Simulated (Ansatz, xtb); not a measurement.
# Ranking isomers of C4H4BFN2

3 gas-phase structures of C4H4BFN2, from a drawn sample of its isomers (lower ones may exist). Each was relaxed with GFN2-xTB:

A. `Bc1ncc(F)cn1`, a singlet
B. `Bc1cncnc1F`, a singlet
C. `Bc1cnc(F)nc1`, a singlet

Q: Which do you expect lowest at r2SCAN-D4/def2-SVP, and how would the others follow?

A: Calculated order at r2SCAN-D4/def2-SVP: C (0.0), B (1.8), A (18.8) kcal/mol.

Energies above the lowest of each column, in kcal/mol; the last columns are at PBE-D3(BJ)/def2-SVP geometries and were run for some of them only (a dash: not run or not comparable):

```csv
structure,GFN2-xTB,HF/STO-3G,r2SCAN-D4/def2-SVP,PBE-D3(BJ)/def2-SVP,CCSD(T)/def2-SVP + ΔMP2/def2-TZVPP
C,0.0,0.0,0.0,0.0,0.0
B,1.1,0.9,1.8,1.6,1.5
A,10.5,10.5,18.8,–,–
```

Every level run on C puts it lowest or level with the lowest. Some further structures that were screened fall inside this span and aren't listed. Flexible structures stand in one conformer each, not always the lowest. Frequencies (GFN2-xTB) were run for B, C alone. ΔMP2 is the change of the MP2 energy from the smaller to the larger basis.

Programs: Ansatz 0.2.0, xtb 6.7.1.
